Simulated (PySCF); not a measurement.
# The third ionisation energy along the 4p block

Calculated with PySCF 2.14 from differences of total energies of unrestricted determinants, without spin-orbit coupling. Values in eV. The last column holds reference values (NIST; (s) semi-empirical, (t) theoretical, else measured). Unmarked ones compare directly (S terms, centres of terms, or small fine structure); those marked * lie between the lowest fine-structure levels and include a spin-orbit shift.

```
                         element                         configurations  MP2 (valence)  SCS-MP2 (valence)  CCSD (valence)    PBE0  r2SCAN  MP2 (valence and next inner shell)         reference
Ga (x2c-QZVPPall, spin-free X2C)              [Ar] 3d10 4s1 → [Ar] 3d10            n/a                n/a             n/a  31.203  31.321                              30.689            30.726
Ge (x2c-QZVPPall, spin-free X2C)          [Ar] 3d10 4s2 → [Ar] 3d10 4s1         33.015             33.178          33.292  34.038  34.049                              33.919            34.058
As (x2c-QZVPPall, spin-free X2C)      [Ar] 3d10 4s2 4p1 → [Ar] 3d10 4s2         27.782             27.775          27.851  28.120  28.325                              27.978  28.349 ± 0.012 *
Se (x2c-QZVPPall, spin-free X2C)  [Ar] 3d10 4s2 4p2 → [Ar] 3d10 4s2 4p1         31.429             31.353          31.454  31.629  31.830                              31.619  31.697 ± 0.019 *
Br (x2c-QZVPPall, spin-free X2C)  [Ar] 3d10 4s2 4p3 → [Ar] 3d10 4s2 4p2         35.209             35.051          35.167  35.229  35.446                              35.391  34.871 ± 0.019 *
Kr (x2c-QZVPPall, spin-free X2C)  [Ar] 3d10 4s2 4p4 → [Ar] 3d10 4s2 4p3         35.173             35.271          35.303  35.542  35.623                              35.316   35.838 ± 0.02 *
```

"Valence" correlates the outer s and p shells and, in groups 3 to 12 and the f block, the outer d or f shell, open or full, or the next shell where the ion has no valence electron left; the wider scheme adds the next inner shell.
